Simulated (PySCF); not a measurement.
**Xe (xenon, neutral): UHF calculation**

Configuration: [Kr] 4d10 5s1 5p6 5d1, high-spin 3D determinant (an excited configuration). Calculation: PySCF 2.14, in aug-cc-pVTZ-PP with ECP28MDF (6s5p4d2f, 55 functions); a scalar-relativistic core potential.

* Total energy: -327.365453 hartree
* One-electron energy: -566.9572 hartree
* Hartree (Coulomb) energy: 261.9725 hartree
* Exchange energy: -22.3808 hartree
* ⟨S²⟩: 2.0113
* ⟨L²⟩: 6.034
* Sum of ⟨r⟩: 33.97 bohr
* Sum of ⟨r²⟩: 68.15 bohr²
* Traceless quadrupole moment −½Σ⟨3z² − r²⟩ along its main axis: 4.34 e·bohr²

```
shell  electrons  mean orbital energy (eV)  spread (eV)  rms radius, mean of both spins (bohr)
 4s α          1                   -233.58            0                                  0.768
 4s β          1                   -232.79            0                                  0.768
 4p α          3                   -171.89        0.071                                  0.819
 4p β          3                   -171.43        0.119                                  0.819
 4d α          5                   -77.411        0.182                                  0.932
 4d β          5                   -76.982        0.163                                  0.932
 5s α          1                   -31.943            0                                   1.97
 5p α          3                   -16.285        0.224                                   2.40
 5p β          3                   -12.725        0.520                                   2.40
 5d α          1                    -1.182            0                                   3.96
```

Energies and moments cover only the electrons outside the core potential. The outer electron is Rydberg-like, and this basis confines it to a smaller radius and binds it less than a complete one would.
